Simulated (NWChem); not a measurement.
Everything below was run with NWChem. System: fluoroethane (C₂H₅F), charge 0, spin multiplicity 1, at a geometry optimised with PBE0/def2-SVP. Level: EOM-CCSD/6-31+G* (spherical d), 3 core orbitals frozen.

The NWChem input:

```
start mol
memory heap 100 mb stack 700 mb global 1900 mb
geometry units angstroms nocenter noautoz
  C     -1.177100     0.266809     0.000000
  C      0.318768     0.447774     0.000000
  F      0.948222    -0.773853     0.000000
  H     -1.683493     1.244029     0.000000
  H     -1.501669    -0.290655    -0.891199
  H     -1.501669    -0.290655     0.891199
  H      0.651412     1.007229     0.892239
  H      0.651412     1.007229    -0.892239
  symmetry group Cs
end
basis spherical
  * library 6-31+g*
end
scf
  rhf
  nopen 0
  maxiter 100
  thresh 1e-7
  semidirect memsize 60000000 filesize 0
end
tce
  freeze core 3
  ccsd
  nroots 2
  2eorb
  2emet 13
  thresh 1e-5
  maxiter 200
  tilesize 24
end
task tce energy
```

Output (cleaned and shortened):

```
             Northwest Computational Chemistry Package (NWChem) 7.3.0
             --------------------------------------------------------

                                NWChem Input Module
                                -------------------

 Scaling coordinates for geometry "geometry" by  1.889725989
 (inverse scale =  0.529177249)

 Turning off AUTOSYM since
 SYMMETRY directive was detected!

                             Geometry "geometry" -> ""
                             -------------------------

 Output coordinates in angstroms (scale by  1.889725989 to convert to a.u.)

  No.       Tag          Charge          X              Y              Z
 ---- ---------------- ---------- -------------- -------------- --------------
    1 C                    6.0000    -1.17710000     0.26680900     0.00000000
    2 C                    6.0000     0.31876800     0.44777400     0.00000000
    3 F                    9.0000     0.94822200    -0.77385300     0.00000000
    4 H                    1.0000    -1.68349300     1.24402900     0.00000000
    5 H                    1.0000    -1.50166900    -0.29065500    -0.89119900
    6 H                    1.0000    -1.50166900    -0.29065500     0.89119900
    7 H                    1.0000     0.65141200     1.00722900     0.89223900
    8 H                    1.0000     0.65141200     1.00722900    -0.89223900

 Effective nuclear repulsion energy (a.u.)      79.3992749377

            Nuclear Dipole moment (a.u.)
            ----------------------------
        X                 Y               Z
 ---------------- ---------------- ----------------
    -0.0000018897    -0.0000037795     0.0000000000

      Symmetry information
      --------------------

 Group name             Cs
 Group number              2
 Group order               2
 No. of unique centers     6

      Symmetry unique atoms

     1    2    3    4    5    7


 Summary of "ao basis" -> "" (spherical)
 ------------------------------------------------------------------------------
       Tag                 Description            Shells   Functions and Types
 ---------------- ------------------------------  ------  ---------------------
 *                          6-31+g*                   on all atoms

 Summary of "ao basis" -> "ao basis" (spherical)
 ------------------------------------------------------------------------------
       Tag                 Description            Shells   Functions and Types
 ---------------- ------------------------------  ------  ---------------------
 C                          6-31+g*                  8       18   4s3p1d
 F                          6-31+g*                  8       18   4s3p1d
 H                          6-31+g*                  2        2   2s

                                 NWChem SCF Module
                                 -----------------

  ao basis        = "ao basis"
  functions       =    64
  atoms           =     8
  closed shells   =    13
  open shells     =     0
  charge          =   0.00
  wavefunction    = RHF
  use symmetry    = T
  symmetry adapt  = T

 Summary of "ao basis" -> "ao basis" (spherical)
 ------------------------------------------------------------------------------
       Tag                 Description            Shells   Functions and Types
 ---------------- ------------------------------  ------  ---------------------
 C                          6-31+g*                  8       18   4s3p1d
 F                          6-31+g*                  8       18   4s3p1d
[...]
   0.1246839992908   0.3861275856517   10.50707     0.9     0.9

 Iteration   3 using    6 trial vectors
   0.0713834350868   0.3508531517522    9.54720
   0.0633898688541   0.3793311267383   10.32213     0.9     0.9

 Iteration   4 using    8 trial vectors
   0.0493044315948   0.3449645613634    9.38697
   0.0449577853633   0.3746153125651   10.19381     0.9     0.9

 Iteration   5 using   10 trial vectors
   0.0318535852574   0.3412761781130    9.28660
   0.0297496725837   0.3712446866239   10.10209     0.9     0.9

 Iteration   6 using   12 trial vectors
   0.0216633345768   0.3401147021119    9.25500
   0.0223328818331   0.3701232319190   10.07157     0.9     0.9

 Iteration   7 using   14 trial vectors
   0.0175153939167   0.3399343717140    9.25009
   0.0215754704317   0.3697620923810   10.06174     1.0     1.0

 Iteration   8 using   16 trial vectors
   0.0126803189753   0.3396302066780    9.24181
   0.0177226525199   0.3690588715453   10.04261     1.0     1.0

 Iteration   9 using   18 trial vectors
   0.0120601911272   0.3393290601736    9.23362
   0.0176971508123   0.3685832296757   10.02966     0.9     0.9

 Iteration  10 using   20 trial vectors
   0.0099142520201   0.3392680008375    9.23196
   0.0221157779982   0.3682947886118   10.02182     1.0     1.0

 Iteration  11 using   22 trial vectors
   0.0079009775678   0.3391059925427    9.22755
   0.0346403337828   0.3666543407255    9.97718     1.0     1.0

 Iteration  12 using   24 trial vectors
   0.0056093150784   0.3389986539912    9.22463
   0.0360379676591   0.3648532209136    9.92817     1.0     1.0

 Iteration  13 using   26 trial vectors
   0.0037557579652   0.3390273216294    9.22541
   0.0288214824776   0.3636985871731    9.89675     1.0     1.0

 Iteration  14 using   28 trial vectors
   0.0023367286234   0.3390037234646    9.22476
   0.0185574078537   0.3629165439189    9.87547     1.0     1.0

 Iteration  15 using   30 trial vectors
   0.0014941900157   0.3389900638824    9.22439
   0.0125954841743   0.3627325302273    9.87046     1.1     1.1

 Iteration  16 using   32 trial vectors
   0.0010232005025   0.3389947593086    9.22452
   0.0096328009431   0.3625031952430    9.86422     1.1     1.1

 Iteration  17 using   34 trial vectors
   0.0007778486840   0.3389930040962    9.22447
   0.0085605782745   0.3624256565560    9.86211     1.1     1.1

 Iteration  18 using   36 trial vectors
   0.0005181053434   0.3389920059686    9.22445
   0.0068908308733   0.3624030204297    9.86149     1.1     1.1

 Iteration  19 using   38 trial vectors
   0.0003570073241   0.3389917601303    9.22444
   0.0059000349686   0.3622946173992    9.85854     1.2     1.2

 Iteration  20 using   40 trial vectors
   0.0002257184563   0.3389908927526    9.22442
   0.0045316340461   0.3622147538709    9.85637     1.2     1.2

 Iteration  21 using   42 trial vectors
   0.0001357556958   0.3389914881259    9.22443
   0.0031419792614   0.3622125930575    9.85631     1.1     1.1

 Iteration  22 using   44 trial vectors
   0.0000755397887   0.3389913754563    9.22443
   0.0020269181953   0.3622423326001    9.85712     1.1     1.1

 Iteration  23 using   46 trial vectors
   0.0000399614642   0.3389912621530    9.22443
   0.0011887544977   0.3622260336483    9.85668     1.1     1.1

 Iteration  24 using   48 trial vectors
   0.0000204468742   0.3389913389121    9.22443
   0.0006585821931   0.3622104052634    9.85625     0.9     0.9

 Iteration  25 using   50 trial vectors
   0.0000103596824   0.3389912931045    9.22443
   0.0003674098600   0.3622129826278    9.85632     0.9     0.9

 Iteration  26 using   52 trial vectors
   0.0000056370088   0.3389912840808    9.22443
   0.0002282564228   0.3622130475550    9.85632     0.9     0.9

 Iteration  27 using   53 trial vectors
   0.0000033008286   0.3389913196767    9.22443
   0.0001460847465   0.3622142024040    9.85635     0.6     0.6

 Iteration  28 using   54 trial vectors
   0.0000021330016   0.3389913228511    9.22443
   0.0000863253786   0.3622147726695    9.85637     0.6     0.6

 Iteration  29 using   55 trial vectors
   0.0000016675841   0.3389913201869    9.22443
   0.0000530273076   0.3622143353036    9.85636     0.6     0.6

 Iteration  30 using   56 trial vectors
   0.0000014730997   0.3389913187920    9.22443
   0.0000321422335   0.3622143493839    9.85636     0.6     0.6

 Iteration  31 using   57 trial vectors
   0.0000013131197   0.3389913171961    9.22443
   0.0000169710346   0.3622142414522    9.85636     0.7     0.7

 Iteration  32 using   58 trial vectors
   0.0000012002296   0.3389913166787    9.22443
   0.0000088707139   0.3622142400920    9.85636     0.6     0.6
 --------------------------------------------------------------
 Iterations converged
 ------------------

 Excited state root  1
 Excitation energy / hartree =        0.338991316678660
                   / eV      =        9.224426992603556
 largest EOMCCSD amplitudes: R1 and R2

 Singles contributions
    14a'  (alpha) ---    10a"  (alpha)       -0.1412018143
    14a'  (alpha) ---    13a"  (alpha)        0.7338606026
    15a'  (alpha) ---    10a"  (alpha)       -0.1687316311
    15a'  (alpha) ---    13a"  (alpha)        0.4003376666
    17a'  (alpha) ---    10a"  (alpha)       -0.1051530470
    17a'  (alpha) ---    13a"  (alpha)        0.1801479473
    20a'  (alpha) ---    13a"  (alpha)        0.2044376261
    24a'  (alpha) ---    13a"  (alpha)       -0.1499621607

 Doubles contributions
 ------------------

 Excited state root  2
 Excitation energy / hartree =        0.362214240091998
                   / eV      =        9.856355160203846
 largest EOMCCSD amplitudes: R1 and R2

 Singles contributions
    14a'  (alpha) ---    13a"  (alpha)       -0.3398906425
    15a'  (alpha) ---    13a"  (alpha)        0.1448623921
    17a'  (alpha) ---     7a"  (alpha)       -0.1126279020
    17a'  (alpha) ---    10a"  (alpha)       -0.2706718659
    17a'  (alpha) ---    13a"  (alpha)        0.6868698336
    18a'  (alpha) ---    10a"  (alpha)       -0.1156585925
    18a'  (alpha) ---    13a"  (alpha)        0.2328230139
    20a'  (alpha) ---    13a"  (alpha)       -0.1482900729
    22a'  (alpha) ---    13a"  (alpha)       -0.1158757415
    24a'  (alpha) ---    13a"  (alpha)       -0.1028311433
    26a'  (alpha) ---    13a"  (alpha)        0.1485000855
    27a'  (alpha) ---    13a"  (alpha)       -0.1326699962

 Doubles contributions

 Task  times  cpu:       76.6s     wall:       76.6s

 Total times  cpu:       76.6s     wall:       76.6s
```
